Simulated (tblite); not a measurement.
Compound: C2H5N2Si (doublet state).
SMILES with atom numbers: `[CH:1]#[C:2][Si@@H:3]([NH:4])[NH2:5]` (hydrogens: H6 on C1; H7 on Si3; H8 on N4; H9, H10 on N5)
Bond orders are those of one Lewis drawing.

Computed with GFN2-xTB (tblite), gas phase: L-BFGS steps from a force-field or distance-geometry start until the largest atomic force falls under 0.01 eV/Å.

The end geometry, which sets the zero of energy:
```
atom  x, y, z in Å
C1      2.3620   -0.7357   -0.5082
C2      1.3156   -0.2991   -0.1174
Si3    -0.3125    0.3830    0.4829
N4     -0.6521    1.7756   -0.3876
N5     -1.4657   -0.8657    0.0775
H6      3.2811   -1.1275   -0.8399
H7     -0.2752    0.3884    1.9517
H8     -0.6923    2.6982    0.0124
H9     -2.3904   -0.5782   -0.1970
H10    -1.1617   -1.6344   -0.4971
```

**Question.** These geometries come from the run, each turned onto the end geometry. Order them by energy, lowest first.
A.
```
atom  x, y, z in Å
C1      2.3571   -0.6915   -0.5083
C2      1.2844   -0.3027   -0.1392
Si3    -0.3527    0.3676    0.4620
N4     -0.6746    1.7843   -0.3829
N5     -1.5099   -0.8767    0.0851
H6      3.2909   -1.0542   -0.8314
H7     -0.2605    0.3795    1.9285
H8     -0.5262    2.6953    0.0307
H9     -2.4154   -0.6046   -0.2594
H10    -1.1844   -1.6922   -0.4078
```
B.
```
atom  x, y, z in Å
C1      2.4676   -0.7150   -0.4970
C2      1.3503   -0.2869   -0.2174
Si3    -0.2981    0.3235    0.2332
N4     -0.5865    1.9712   -0.4193
N5     -1.5261   -0.8583   -0.3190
H6      3.4032   -1.0838   -0.7608
H7     -0.3755    0.3949    1.6766
H8     -0.6277    2.7034    0.3203
H9     -2.4695   -0.6193   -0.0214
H10    -1.3289   -1.8251   -0.0179
```
C.
```
atom  x, y, z in Å
C1      2.3907   -0.6896   -0.4919
C2      1.3153   -0.2917   -0.1412
Si3    -0.3383    0.3658    0.4067
N4     -0.8704    1.8193   -0.2405
N5     -1.5023   -0.8510    0.0152
H6      3.3127   -1.0768   -0.8122
H7     -0.2194    0.3811    1.8892
H8     -0.4258    2.6970   -0.0184
H9     -2.4367   -0.6054   -0.2750
H10    -1.2171   -1.7441   -0.3546
```
D.
```
atom  x, y, z in Å
C1      2.3599   -0.6952   -0.5102
C2      1.2919   -0.3053   -0.1290
Si3    -0.3391    0.3721    0.4746
N4     -0.6666    1.7734   -0.3856
N5     -1.5038   -0.8639    0.0856
H6      3.2903   -1.0586   -0.8419
H7     -0.2728    0.3585    1.9432
H8     -0.5565    2.6930    0.0084
H9     -2.4119   -0.5910   -0.2534
H10    -1.1826   -1.6783   -0.4144
```
E.
```
atom  x, y, z in Å
C1      2.4160   -0.7183   -0.5101
C2      1.3116   -0.3394   -0.2239
Si3    -0.3189    0.3675    0.3450
N4     -0.7423    1.8519   -0.3165
N5     -1.4708   -0.8064   -0.1517
H6      3.3839   -1.0641   -0.7613
H7     -0.2755    0.3698    1.8546
H8     -0.5560    2.7447    0.1141
H9     -2.4513   -0.6108   -0.1685
H10    -1.2879   -1.7905   -0.2044
```

**Answer.** D (0.004 eV), A (0.007 eV), C (0.038 eV), E (0.071 eV), B (0.480 eV).

In the order of the answer:

| step | E above end (eV) | largest force (eV/Å) | rms force component (eV/Å) | rms distance from end (Å) | rms bond change (Å) | bond most changed (Å) |
| --- | --- | --- | --- | --- | --- | --- |
| 47 | 0.004 | 0.14 | 0.032 | 0.065 | 0.002 | Si3–N5 -0.005 |
| 43 | 0.007 | 0.18 | 0.053 | 0.077 | 0.003 | Si3–N5 -0.007 |
| 25 | 0.038 | 0.24 | 0.087 | 0.147 | 0.009 | Si3–N5 -0.019 |
| 14 | 0.071 | 0.35 | 0.120 | 0.174 | 0.017 | Si3–H7 +0.041 |
| 0 | 0.480 | 3.60 | 1.155 | 0.289 | 0.049 | Si3–N4 +0.118 |

The cost below is that of the whole relaxation. Hardware: an Arm Neoverse V2 with one thread, shared host with 192 logical CPUs at a one-minute load of 86. Cost: 0.34 s of wall time.
